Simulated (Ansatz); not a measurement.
`O=C=NB(F)F` + CH₃NH₂ → `CNB(F)F` + `N=C=O` at 500 K and 1 bar (ligand exchange at a B–N bond).

Isolated molecules relaxed with PBE0-D4/def2-TZVP in Ansatz; ΔE leaves out vibrations. CBS: MP2 limit from def2 TZ/QZ plus the TZ coupled-cluster correction, frozen cores. This one scheme is used for every species. One conformer a species, not always the lowest.

```csv
species,CCSD(T)/CBS energy (Eh),H − E (kJ/mol),S (J/(mol·K))
`O=C=NB(F)F`,-392.46591,97.3,366.1
CH₃NH₂,-95.75281,191.8,270.3
`CNB(F)F`,-319.70892,209.3,363.2
`N=C=O`,-168.51995,77.7,264.2
```

H − E and S are ideal-gas, rigid-rotor, harmonic terms from PBE0-D4/def2-TZVP, for one conformer and one mirror image of each species. 1 Eh = 2625.50 kJ/mol, R = 8.31446 J/(mol·K).

Q: By hand: ΔE, ΔH, ΔS and ΔG.

A: ΔE = (-319.70892) + (-168.51995) − (-392.46591) − (-95.75281) = -0.01015 Eh = -26.6 kJ/mol. Δ(H − E) = 209.3 + 77.7 − 97.3 − 191.8 = -2.1, so ΔH = -28.7 kJ/mol. ΔS = 363.2 + 264.2 − 366.1 − 270.3 = -9.0 J/(mol·K). ΔG = -28.7 − 500 × (-9.0)/1000 = -24.2 kJ/mol.

Q: By hand: the equilibrium constant, and the temperature at which ΔG would vanish if ΔH and ΔS stayed fixed.

A: log₁₀ K = −ΔG/(RT ln 10) = 2.5. ΔG = 0 at ΔH/ΔS = 3189 K, far beyond where these terms or the molecules hold.

The number of gas molecules stays the same, so ΔS is small and ΔH decides. A doubt of 5 kJ/mol in ΔE shifts log₁₀ K by 0.5 here. Other conformers and mirror images would add mixing entropy, several J/(mol·K) or more a flexible species. These are equilibria of isolated gas molecules and say nothing of rates. Largest T1 diagnostic: 0.018 (customary marks: 0.02 for closed shells, 0.045 for open ones).
